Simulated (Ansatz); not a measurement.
# Si2H4O2F: which of these isomers lies lowest?

2 of its isomers, all doublets with charge 0: A = `O[Si](O)(F)[SiH2]`; B = `O[SiH][SiH](O)F`.

Shapes, held fixed at every level: PBE0-D4/def2-TZVP. Flexible molecules stand in one conformer, not always the lowest. Programs: Ansatz 0.2.0.

A:

```xyz
9

O    -0.2183    1.7401   -0.5028
Si    0.0005    0.1198   -0.5201
O     1.5685   -0.1396   -0.8556
F    -0.9296   -0.4916   -1.6686
Si   -0.6279   -0.9235    1.4525
H    -1.1160    2.0760   -0.5130
H     2.0116    0.4776   -1.4425
H    -0.7435   -2.4030    1.3821
H     0.1431   -0.5020    2.6510
```

B:

```xyz
9

O    -1.4389    1.1698   -0.0962
Si    0.2165    1.3388    0.0075
Si    0.8872   -0.8979    0.2589
O    -0.4367   -1.6770    0.8165
F     1.3730   -1.5144   -1.1374
H    -1.9462    1.8999   -0.4554
H     0.7306    2.0835   -1.1856
H     1.9886   -1.1443    1.2126
H    -1.2854   -1.3046    0.5621
```

Electronic energies in kJ/mol, without zero-point or thermal terms.

```tsv
level	kind	B − A
HF/def2-TZVPP	Hartree–Fock	+51.3
SPW92/def2-TZVPP	LDA	+41.5
B3LYP-D4/def2-TZVPP	global hybrid	+41.1
BHLYP-D4/def2-TZVPP	global hybrid	+46.7
r2SCAN0-D4/def2-TZVPP	global hybrid	+50.2
CCSD/def2-SVP	coupled cluster or CI	+50.8
CCSD(T)/CBS estimate	coupled cluster or CI	+47.0
```

The highest level, CCSD(T)/CBS estimate, puts A lowest of these. All levels agree on that. The B − A difference spans +41.1 to +51.3 kJ/mol over the levels. Open shells run unrestricted unless RO is named. The CBS estimate extrapolates MP2 from def2-TZVPP and def2-QZVPP and adds CCSD(T) − MP2 in the triple-zeta set, cores frozen.
